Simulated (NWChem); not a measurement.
The numbers come from NWChem runs, not from measurements. System: iodine monochloride (ClI), charge 0, spin multiplicity 1, at a geometry optimised with PBE0/def2-SVP with def2 effective core potentials on I. Level: G0W0@PBE/def2-SVPD with def2 effective core potentials on I, RI basis def2-svpd-rifit, no spin-orbit coupling.

Part of the output:

```
             Northwest Computational Chemistry Package (NWChem) 7.3.0
             --------------------------------------------------------

                                NWChem Input Module
                                -------------------

 Scaling coordinates for geometry "geometry" by  1.889725989
 (inverse scale =  0.529177249)

 Turning off AUTOSYM since
 SYMMETRY directive was detected!

                             Geometry "geometry" -> ""
                             -------------------------

 Output coordinates in angstroms (scale by  1.889725989 to convert to a.u.)

  No.       Tag          Charge          X              Y              Z
 ---- ---------------- ---------- -------------- -------------- --------------
    1 Cl                  17.0000     0.00000000     0.00000000     1.78431300
    2 I                   53.0000     0.00000000     0.00000000    -0.57232700

 Effective nuclear repulsion energy (a.u.)     202.3171555048

            Nuclear Dipole moment (a.u.)
            ----------------------------
        X                 Y               Z
 ---------------- ---------------- ----------------
     0.0000000000     0.0000000000    -0.0000188973

      Symmetry information
      --------------------

 Group name             C2v
 Group number             16
 Group order               4
 No. of unique centers     2

      Symmetry unique atoms

     1    2


 Summary of "ao basis" -> "" (spherical)
 ------------------------------------------------------------------------------
       Tag                 Description            Shells   Functions and Types
 ---------------- ------------------------------  ------  ---------------------
 *                         def2-svpd                  on all atoms

 Summary of "ri basis" -> "" (spherical)
 ------------------------------------------------------------------------------
       Tag                 Description            Shells   Functions and Types
 ---------------- ------------------------------  ------  ---------------------
 *                      def2-svpd-rifit               on all atoms

  pbe96 is a nonlocal functional; adding pw91lda local functional.

                                 NWChem DFT Module
                                 -----------------

 Summary of "ao basis" -> "ao basis" (spherical)
 ------------------------------------------------------------------------------
       Tag                 Description            Shells   Functions and Types
 ---------------- ------------------------------  ------  ---------------------
 Cl                        def2-svpd                11       27   5s4p2d
 I                         def2-svpd                13       35   5s5p3d

 Summary of "ao basis" -> "ao basis" (spherical)
 ------------------------------------------------------------------------------
       Tag                 Description            Shells   Functions and Types
 ---------------- ------------------------------  ------  ---------------------
 Cl                        def2-svpd                11       27   5s4p2d
 I                         def2-svpd                13       35   5s5p3d

      Symmetry analysis of basis
      --------------------------

        a1         29
        a2          5
        b1         14
        b2         14

            General Information
            -------------------
          SCF calculation type: DFT
          Wavefunction type:  closed shell.
          No. of atoms     :     2
          No. of electrons :    42
           Alpha electrons :    21
            Beta electrons :    21
          Charge           :     0
          Spin multiplicity:     1
          Use of symmetry is: on ; symmetry adaption is: on
          Maximum number of iterations: 100
          This is a Direct SCF calculation.
          AO basis - number of functions:    62
                     number of shells:    24
          Convergence on energy requested:  1.00D-06
          Convergence on density requested:  1.00D-05
          Convergence on gradient requested:  5.00D-04

              XC Information
              --------------
          PerdewBurkeErnzerhof Exchange Functional  1.000
            Perdew 1991 LDA Correlation Functional  1.000 local
[...]
   Bfn.  Coefficient  Atom+Function         Bfn.  Coefficient  Atom+Function
  ----- ------------  ---------------      ----- ------------  ---------------
    13      0.507998  1 Cl py                10      0.408031  1 Cl py
    40      0.309337  2 I  py                 7      0.235577  1 Cl py
    43      0.212897  2 I  py                37     -0.123490  2 I  py
    34     -0.100491  2 I  py                16      0.071840  1 Cl py
    54      0.041368  2 I  d -1              24     -0.035102  1 Cl d -1

 Vector   20  Occ=2.000000D+00  E=-2.475356D-01  Symmetry=b1
              MO Center=  2.5D-17,  3.9D-19,  2.0D-03, r^2= 3.0D+00
   Bfn.  Coefficient  Atom+Function         Bfn.  Coefficient  Atom+Function
  ----- ------------  ---------------      ----- ------------  ---------------
    39      0.568536  2 I  px                42      0.460724  2 I  px
    12     -0.345196  1 Cl px                 9     -0.274070  1 Cl px
    36     -0.223963  2 I  px                33     -0.180977  2 I  px
     6     -0.154277  1 Cl px                15     -0.058438  1 Cl px
    45      0.038447  2 I  px

 Vector   21  Occ=2.000000D+00  E=-2.475356D-01  Symmetry=b2
              MO Center= -3.9D-19,  1.3D-17,  2.0D-03, r^2= 3.0D+00
   Bfn.  Coefficient  Atom+Function         Bfn.  Coefficient  Atom+Function
  ----- ------------  ---------------      ----- ------------  ---------------
    40      0.568536  2 I  py                43      0.460724  2 I  py
    13     -0.345196  1 Cl py                10     -0.274070  1 Cl py
    37     -0.223963  2 I  py                34     -0.180977  2 I  py
     7     -0.154277  1 Cl py                16     -0.058438  1 Cl py
    46      0.038447  2 I  py

 Vector   22  Occ=0.000000D+00  E=-1.753987D-01  Symmetry=a1
              MO Center= -8.3D-16, -8.3D-16,  1.7D-01, r^2= 3.7D+00
   Bfn.  Coefficient  Atom+Function         Bfn.  Coefficient  Atom+Function
  ----- ------------  ---------------      ----- ------------  ---------------
    41      0.543698  2 I  pz                44      0.514363  2 I  pz
    14      0.487068  1 Cl pz                11      0.339907  1 Cl pz
    30      0.238642  2 I  s                 38     -0.206321  2 I  pz
     8      0.188707  1 Cl pz                 3     -0.171891  1 Cl s
     4     -0.170833  1 Cl s                 35     -0.165786  2 I  pz

 Vector   23  Occ=0.000000D+00  E=-1.900666D-04  Symmetry=a1
              MO Center=  3.3D-15,  7.5D-17, -4.2D-01, r^2= 8.7D+00
   Bfn.  Coefficient  Atom+Function         Bfn.  Coefficient  Atom+Function
  ----- ------------  ---------------      ----- ------------  ---------------
    32      1.884212  2 I  s                 31     -0.943849  2 I  s
    17      0.295263  1 Cl pz                 4     -0.281925  1 Cl s
    30     -0.274314  2 I  s                 44      0.208046  2 I  pz
     3     -0.123374  1 Cl s                 29      0.119182  2 I  s
    28      0.112688  2 I  s                  2      0.081469  1 Cl s

 Vector   24  Occ=0.000000D+00  E= 2.237524D-02  Symmetry=a1
              MO Center=  6.5D-16,  1.8D-16, -8.4D-01, r^2= 1.6D+01
   Bfn.  Coefficient  Atom+Function         Bfn.  Coefficient  Atom+Function
  ----- ------------  ---------------      ----- ------------  ---------------
    47      1.619771  2 I  pz                 5     -1.400302  1 Cl s
    32      1.179624  2 I  s                 17      0.674131  1 Cl pz
    41     -0.264220  2 I  pz                25     -0.162790  1 Cl d  0
    60      0.153530  2 I  d  0               3     -0.108388  1 Cl s
    11     -0.107021  1 Cl pz                14     -0.098778  1 Cl pz

 center of mass
 --------------
 x =   0.00000000 y =   0.00000000 z =  -0.11946588

 moments of inertia (a.u.)
 ------------------
         543.706027890809           0.000000000000           0.000000000000
           0.000000000000         543.706027890809           0.000000000000
           0.000000000000           0.000000000000           0.000000000000

     Multipole analysis of the density
     ---------------------------------

     L   x y z        total         alpha         beta         nuclear
     -   - - -        -----         -----         ----         -------
     0   0 0 0     -0.000000    -21.000000    -21.000000     42.000000

     1   1 0 0     -0.000000     -0.000000     -0.000000      0.000000
     1   0 1 0     -0.000000     -0.000000     -0.000000      0.000000
     1   0 0 1     -0.472397    -15.377766    -15.377766     30.283135

     2   2 0 0    -30.014960    -15.007480    -15.007480      0.000000
     2   1 1 0     -0.000000     -0.000000     -0.000000      0.000000
     2   1 0 1     -0.000000     -0.000000     -0.000000      0.000000
     2   0 2 0    -30.014960    -15.007480    -15.007480      0.000000
     2   0 1 1     -0.000000     -0.000000     -0.000000      0.000000
     2   0 0 2    -26.904589   -124.714327   -124.714327    222.524066

 Task  times  cpu:        4.8s     wall:        4.8s

                                NWChem Input Module
                                -------------------

                                 NWChem GW Module
                                 ----------------

                             ***********************
                             ***        GW       ***
                             ***********************

 Summary of "ri basis" -> "ri basis" (spherical)
 ------------------------------------------------------------------------------
       Tag                 Description            Shells   Functions and Types
 ---------------- ------------------------------  ------  ---------------------
 Cl                     def2-svpd-rifit             24       78   9s6p6d3f
 I                      def2-svpd-rifit             34      130   10s9p8d5f2g

                 Memory Information
                 ------------------
          Available GA per process is          1700.0 MBs
          Available stack per process is        700.0 MBs
          Available heap per process is           0.0 MBs

          Peak memory in Initialization
              Peak GA per process is                  2.6 MBs
              Peak stack per process is               0.0 MBs
              Peak heap per process is                2.8 MBs
              Memory not in MA per process            0.0 MBs

          Peak memory in AFF Calculation
              Peak GA per process is                  9.2 MBs
              Peak stack per process is               5.7 MBs
              Peak heap per process is                0.0 MBs
              Memory not in MA per process            5.7 MBs

          Computing 2-center integrals
          Computing Inverse Cholesky factor
          Computing 3-center integrals
          Computing V_xc ...

          Computing Sigma_x
          Computing RPA polarizability
          Solving quasiparticle equations

                  Alpha Orbitals
          State     Energy (eV)     Error (eV)
          -----------------------------------
@GW        18        -11.512           0.002
@GW        19        -11.512           0.002
@GW        20         -9.362           0.002
@GW        21         -9.362           0.002
@GW        22         -1.135           0.002
@GW        23          1.958           0.004

   Applying  -2.6258 eV scissor-shift to rest of particle states

   Applying   3.6377 eV scissor-shift to rest of hole states

     GW Timing Statistics
   ------------------------
   Init.   :          0.1s
     ERIs  :          0.3s
     Distr.:          0.0s
     Vxc   :          0.1s
   Sigma_x :          0.0s
   RPA     :          0.2s
   Wmn     :          0.0s
   Sigma_c :          0.0s
   GW total:          0.8s

 Task  times  cpu:        0.8s     wall:        0.8s

 Total times  cpu:        5.6s     wall:        5.6s
```

Write an NWChem input that would produce this output.

This is not unique; one that fits is 
```
start mol
memory heap 200 mb stack 700 mb global 1700 mb
geometry units angstroms nocenter noautoz
  Cl     0.000000     0.000000     1.784313
  I      0.000000     0.000000    -0.572327
  symmetry group C2v
end
basis spherical
  * library def2-svpd
end
ecp
  I library def2-ecp
end
basis "ri basis" bse spherical
  * library def2-svpd-rifit
end
dft
  xc xpbe96 cpbe96
  iterations 100
  direct
  tolerances tight
end
task dft energy
gw
  states alpha occ 4 vir 2
end
task dft gw
```
